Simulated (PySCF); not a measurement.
Species: C4H6Cl2O.
Atom-mapped SMILES: `[Cl:1][CH:2]([Cl:3])[CH:4]1[CH2:5][O:6][CH2:7]1` (hydrogens: H8 on C2; H9 on C4; H10, H11 on C5; H12, H13 on C7)

Geometry (PBE0-D3(BJ)/def2-SVP, Å), atoms numbered from 1 in this order:
```
atom  x, y, z in Å
Cl1    2.7044   -0.2504   -0.2694
C2     1.2074    0.6933   -0.0704
Cl3    1.3020    2.2428   -0.9439
C4     0.0223   -0.1024   -0.5465
C5    -1.3521    0.4462   -0.1354
O6    -1.6069   -0.6805    0.6952
C7    -0.3739   -1.2943    0.3377
H8     1.1327    0.9406    0.9968
H9     0.1458   -0.3233   -1.6158
H10   -2.0789    0.5407   -0.9602
H11   -1.3312    1.3989    0.4234
H12    0.2850   -1.4767    1.2055
H13   -0.5121   -2.2467   -0.2020
```

Computed with PySCF at PBE0/def2-SVPD, non-relativistic, on one gas-phase PBE0-D3(BJ)/def2-SVP geometry that isn't relaxed in the solvent. The solvent is an IEF-PCM continuum (Bondi radii, 1.10 Å for H, scaled by 1.2), and excitations are vertical TDDFT with non-equilibrium linear response and a frozen core. The model holds no explicit solvent molecules, cavitation or dispersion.

Gas-phase singlets (H = HOMO, L = LUMO):

```json
{"state": "S1", "E (eV)": "6.452", "λ (nm)": "192", "f": "0.010", "leading configuration": "H→L 97%"}
{"state": "S2", "E (eV)": "6.966", "λ (nm)": "178", "f": "0.000", "leading configuration": "H-1→L 83%"}
{"state": "S3", "E (eV)": "7.028", "λ (nm)": "176", "f": "0.003", "leading configuration": "H→L+2 46%"}
{"state": "S4", "E (eV)": "7.064", "λ (nm)": "176", "f": "0.001", "leading configuration": "H→L+1 95%"}
{"state": "S5", "E (eV)": "7.104", "λ (nm)": "175", "f": "0.022", "leading configuration": "H-2→L 92%"}
```

**Question.** How does the list change in benzene (ε = 2.271)?

**Answer.** 
```tsv
state	E (eV)	λ (nm)	f	leading configuration	change by rank (eV)
S1	6.429	193	0.012	H→L 97%	-0.023
S2	6.973	178	0.001	H-1→L 77%	+0.007
S3	7.013	177	0.002	H→L+2 40%	-0.015
S4	7.044	176	0.002	H→L+1 96%	-0.020
S5	7.123	174	0.032	H-2→L 94%	+0.019
```

**Question.** What are the lowest 5 singlets in acetonitrile (ε = 35.69)?

**Answer.** 
| state | E (eV) | λ (nm) | f | leading configuration | change by rank (eV) |
| --- | --- | --- | --- | --- | --- |
| S1 | 6.417 | 193 | 0.011 | H→L 97% | -0.035 |
| S2 | 6.981 | 178 | 0.001 | H→L+2 40% | +0.015 |
| S3 | 7.005 | 177 | 0.000 | H-1→L 70% | -0.023 |
| S4 | 7.033 | 176 | 0.002 | H→L+1 96% | -0.031 |
| S5 | 7.171 | 173 | 0.028 | H-2→L 94% | +0.067 |

**Question.** The ground-state energy changes by -0.240 eV from gas to acetonitrile. By how much does the total energy of gas-phase S1 change?

**Answer.** E(S1) = E(S0) + excitation energy, so it changes by -0.240 − 0.035 = -0.275 eV: it is lowered more than the ground state, which is what a red shift means. This is the vertical state, with the slow part of the continuum still set for S0.

**Question.** How do the frontier levels move from gas to acetonitrile?

**Answer.** 
| orbital | gas (eV) | solvent (eV) | change (eV) | Löwdin shares, gas | Löwdin shares, solvent |
| --- | --- | --- | --- | --- | --- |
| LUMO+2 | 0.62 | 0.86 | +0.24 | Cl1 12 %, Cl3 12 %, C7 11 %, C5 11 % | O6 13 %, C7 12 %, C5 12 %, Cl1 12 % |
| LUMO+1 | 0.35 | 0.48 | +0.13 | Cl1 29 %, Cl3 29 %, C2 25 % | Cl1 31 %, Cl3 30 %, C2 25 % |
| LUMO | -0.33 | -0.20 | +0.13 | Cl3 32 %, Cl1 32 %, C2 25 % | Cl3 33 %, Cl1 33 %, C2 26 % |
| HOMO | -7.75 | -7.57 | +0.18 | O6 57 %, C5 10 %, C7 10 %, H10 5 % | O6 55 %, C5 10 %, C7 10 %, H10 5 % |
| HOMO-1 | -8.89 | -8.80 | +0.09 | Cl1 32 %, Cl3 32 %, C2 10 %, O6 8 % | Cl3 32 %, Cl1 32 %, C2 11 %, O6 8 % |
| HOMO-2 | -8.98 | -8.93 | +0.05 | Cl3 47 %, Cl1 46 % | Cl3 46 %, Cl1 46 % |
| HOMO-3 | -9.37 | -9.25 | +0.12 | Cl3 37 %, Cl1 34 %, C4 7 %, C5 6 % | O6 24 %, Cl3 20 %, Cl1 14 %, C4 11 % |

The HOMO–LUMO gap goes from 7.42 to 7.38 eV. Rows go by rank; for HOMO-3 the atom shares or the degeneracy differ between the runs, so the row needn't follow one orbital.

The run took about 40 s of CPU time (one thread, shared machine). This is the whole response run at PBE0/def2-SVPD in acetonitrile, SCF included.
